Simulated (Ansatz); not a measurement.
Correlation energies of `C[Si](O)(O)O` by basis set

| atom | x (Å) | y (Å) | z (Å) |
| --- | --- | --- | --- |
| C1 | 1.1749 | 0.7455 | 0.5086 |
| Si2 | -0.2825 | -0.1354 | -0.2065 |
| O3 | -1.4630 | 0.8823 | -0.7121 |
| O4 | -1.0383 | -1.0985 | 0.8959 |
| O5 | 0.2945 | -0.9738 | -1.4892 |
| H6 | 0.8900 | 1.3083 | 1.4001 |
| H7 | 1.9653 | 0.0431 | 0.7844 |
| H8 | 1.5905 | 1.4448 | -0.2200 |
| H9 | -2.2525 | 0.9115 | -0.1701 |
| H10 | -0.5260 | -1.7952 | 1.3071 |
| H11 | -0.3529 | -1.3328 | -2.0981 |

The species carries charge 0 and has multiplicity 1. The structure was optimised at the PBE0-D4/def2-TZVP level. It is one conformer, not always the lowest. Frozen core, restricted reference, Ansatz. CBS rows extrapolate triple and quadruple zeta; past MP2 they add the triple-zeta difference.

```tsv
basis	HF (Eh)	MP2 corr.
def2-SVP	-554.74912	-0.79627
def2-TZVPP	-555.20552	-1.01785
def2-QZVPP	-555.22822	-1.09884
```

**Question.** Estimate the CCSD correlation energy and the (T) correction in each basis where they were run (hartree).

**Answer.** 
```csv
basis,CCSD corr.,(T)
def2-SVP,-0.83205,-0.01774
def2-TZVPP,-1.04296,-0.03657
CBS(def2),-1.18393,as TZ
```
